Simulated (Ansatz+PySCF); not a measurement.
Values are calculated unless marked as measured or tabulated.
This PySCF input gave a total energy of -3.81779 hartree.

```python
from pyscf import gto, scf

mol = gto.M(atom="""
H 0.000000 0.000000 0.000000
H 0.000000 0.000000 1.800000
H 0.000000 0.000000 3.600000
H 0.000000 0.000000 5.400000
H 0.000000 0.000000 7.200000
H 0.000000 0.000000 9.000000
H 0.000000 0.000000 10.800000
H 0.000000 0.000000 12.600000
""", basis='cc-pvdz', charge=0, spin=0)
mf = scf.RHF(mol)
mf.init_guess = '1e'
mf.kernel()
while True:  # follow internal instabilities
    mo, _, stable, _ = mf.stability(return_status=True)
    if stable: break
    mf.kernel(mf.make_rdm1(mo, mf.mo_occ))
print(mf.converged, mf.e_tot, mf.spin_square()[0])
```

Write an input for Ansatz with the same method and basis set.

```yaml
crystal:
  periodic: [false, false, false]
  atoms:
    - { symbol: H, position_ang: [0.0, 0.0, 0.0] }
    - { symbol: H, position_ang: [0.0, 0.0, 1.8] }
    - { symbol: H, position_ang: [0.0, 0.0, 3.6] }
    - { symbol: H, position_ang: [0.0, 0.0, 5.4] }
    - { symbol: H, position_ang: [0.0, 0.0, 7.2] }
    - { symbol: H, position_ang: [0.0, 0.0, 9.0] }
    - { symbol: H, position_ang: [0.0, 0.0, 10.8] }
    - { symbol: H, position_ang: [0.0, 0.0, 12.6] }
basis:
  gaussian: { orbitals: cc-pVDZ }
hamiltonian:
  xc: hf
```

Ansatz (development build ahead of 0.2.0) gave -3.81779 hartree, 0.03 meV from the first. Caution: an unrestricted determinant lies well below.
